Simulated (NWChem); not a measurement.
Molecule: C4H6; SMILES C=C=CC

```xyz
10

C      0.2113    -1.9479     0.0000
C     -0.1707    -0.6960     0.0000
C     -0.5505     0.5586     0.0000
C      0.3672     1.7451     0.0000
H      0.3765    -2.4935     0.9357
H      0.3765    -2.4935    -0.9357
H     -1.6308     0.7600     0.0000
H      0.1905     2.3775    -0.8856
H      0.1905     2.3775     0.8856
H      1.4221     1.4386     0.0000
```
Atoms are numbered in this order, from 1.

Program: NWChem. All runs use the structure optimised with PBE0/def2-SVP. Level: PBE0/def2-SVP with SMD (1 M gas to 1 M solution), gas-phase geometry.

Task: Predict the results for solvent toluene. Quantities: solvation free energy (kcal/mol); cavity-dispersion-structure term (kcal/mol); dipole in solution (D).

Result: 
* **solvation free energy (kcal/mol)**: -3.0
* **cavity-dispersion-structure term (kcal/mol)**: -1.5
* **dipole in solution (D)**: 0.54
